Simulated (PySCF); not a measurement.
Job file and geometry (Å, from GFN2-xTB) of an NMR shielding run on `C1C[NH][Al]([CH]2CC2)[NH]1`, C5H11AlN2, GIAO PBE0/pcSseg-1 NMR shielding, non-relativistic, gas phase (PySCF 2.14.0, density-fitted response routines); density fitting, a coarse starting grid and PySCF grid level 2 are the driver's defaults:

```
$ OMP_NUM_THREADS=1 python probes_run.py task.json out

{"job": {"kind": "nmr", "xc": "PBE0", "basis": "pcSseg-1"}, "charge": 0, "multiplicity": 1}
C      2.325294    -1.031177    -0.219819
C      2.568659     0.388422    -0.769886
N      1.468844     1.266730    -0.376275
Al     0.031173     0.254788    -0.093820
C     -1.864308     0.697319     0.199945
C     -2.908886    -0.371397    -0.041519
C     -2.626916     0.072069     1.349354
N      0.888843    -1.305897    -0.173412
H      2.842559    -1.754643    -0.862114
H      2.767966    -1.101174     0.783287
H      2.651213     0.332743    -1.864491
H      3.526023     0.759281    -0.383626
H      1.704979     2.239900    -0.500261
H     -2.193436     1.707266    -0.047988
H     -3.846545    -0.083353    -0.496518
H     -2.573379    -1.358540    -0.331672
H     -3.367800     0.674908     1.856407
H     -2.109346    -0.613973     2.006063
H      0.705258    -2.290019    -0.041116
```

Problem. What does the program print?

Solution. 
```
coarse grid: 16000 points
cycle   1  E = -548.4392657655  dE =  1.000e+00  |g| = 6.438e-01  |ddm| = 3.931e+00
cycle   2  E = -548.3541249786  dE =  8.514e-02  |g| = 9.020e-01  |ddm| = 1.187e+00
cycle   3  E = -548.5379110551  dE = -1.838e-01  |g| = 6.927e-02  |ddm| = 7.173e-01
cycle   4  E = -548.5386649182  dE = -7.539e-04  |g| = 3.916e-02  |ddm| = 7.927e-02
cycle   5  E = -548.5390315917  dE = -3.667e-04  |g| = 5.800e-03  |ddm| = 3.355e-02
cycle   6  E = -548.5390388690  dE = -7.277e-06  |g| = 1.373e-03  |ddm| = 5.838e-03
final grid: 149008 points
cycle   7  E = -548.5820786291  dE = -3.750e-05  |g| = 9.927e-03  |ddm| = 2.856e-02
cycle   8  E = -548.5820630096  dE =  1.562e-05  |g| = 1.298e-02  |ddm| = 1.806e-02
cycle   9  E = -548.5821031851  dE = -4.018e-05  |g| = 7.408e-04  |ddm| = 9.974e-03
cycle  10  E = -548.5821032794  dE = -9.435e-08  |g| = 3.165e-04  |ddm| = 6.492e-04
cycle  11  E = -548.5821033003  dE = -2.090e-08  |g| = 4.749e-05  |ddm| = 2.583e-04
cycle  12  E = -548.5821033007  dE = -3.846e-10  |g| = 2.193e-05  |ddm| = 5.444e-05
converged SCF energy = -548.5821033007

GIAO shielding tensors (ppm)
atom      isotropic    diamagn.    paramagn.     s11        s22        s33       span
  0 C      137.928     239.390    -101.462    123.380    131.208    159.197     35.817
  1 C      137.685     240.055    -102.369    122.448    131.597    159.012     36.564
  2 N      232.490     322.691     -90.201    208.056    228.679    260.736     52.680
  3 Al     390.526     799.585    -409.059    330.212    354.630    486.735    156.523
  4 C      198.764     250.931     -52.167    163.284    193.196    239.811     76.526
  5 C      184.955     252.760     -67.806    157.473    175.330    222.061     64.588
  6 C      184.537     252.711     -68.174    156.869    175.168    221.574     64.705
  7 N      238.556     322.449     -83.892    214.019    235.263    266.387     52.368
  8 H       28.514      27.067       1.446     23.995     26.795     34.751     10.756
  9 H       28.117      28.004       0.113     22.200     26.579     35.571     13.371
 10 H       28.006      27.863       0.143     22.291     26.384     35.342     13.052
 11 H       28.461      26.973       1.488     24.009     26.694     34.680     10.671
 12 H       30.725      32.934      -2.209     22.767     28.135     41.271     18.504
 13 H       32.339      31.562       0.777     25.032     28.311     43.675     18.643
 14 H       31.009      29.805       1.204     24.906     26.423     41.700     16.794
 15 H       31.456      32.114      -0.658     24.540     29.315     40.513     15.973
 16 H       31.008      29.753       1.255     24.891     26.445     41.688     16.797
 17 H       31.366      31.969      -0.603     24.630     28.993     40.475     15.845
 18 H       31.165      33.524      -2.359     22.484     29.458     41.553     19.068
```

Size and cost of the density-fitted run: 198 basis functions, 56 s wall time on 1 thread of an Arm Neoverse N1, shared host; peak memory 0.87 GiB.
